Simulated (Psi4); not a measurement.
Relaxed torsion scan: SMILES C#CC[Si](F)(F)F (C3H3F3Si). Scanned: dihedral C2–C3–Si4–F5; all other coordinates were relaxed at B3LYP-D3(BJ)/def2-SVP. Heavy atoms are numbered in the order of the SMILES C#CC[Si](F)(F)F, hydrogens after them in the order of the atoms that carry them; the mirror image has the same energies with the sign of each dihedral reversed.

- PBE-D3(BJ)/def2-TZVP // B3LYP-D3(BJ)/def2-SVP (Psi4)
- MP2/cc-pVTZ = DF-MP2 (frozen core)/cc-pVTZ // B3LYP-D3(BJ)/def2-SVP (Psi4)
- PBE0-D3(BJ)/def2-TZVP // B3LYP-D3(BJ)/def2-SVP (Psi4)

Energies in kJ/mol, each method relative to its own lowest point.

```csv
φ / °,PBE-D3(BJ)/def2-TZVP,MP2/cc-pVTZ,PBE0-D3(BJ)/def2-TZVP
0,6.53,7.83,7.05
10,6.18,7.35,6.63
20,5.01,5.97,5.41
30,3.40,3.99,3.61
40,1.82,2.04,1.89
50,0.59,0.67,0.67
60,0.00,0.00,0.00
70,0.53,0.56,0.59
80,1.62,1.88,1.70
90,3.19,3.78,3.40
100,4.83,5.72,5.15
110,6.08,7.25,6.55
```
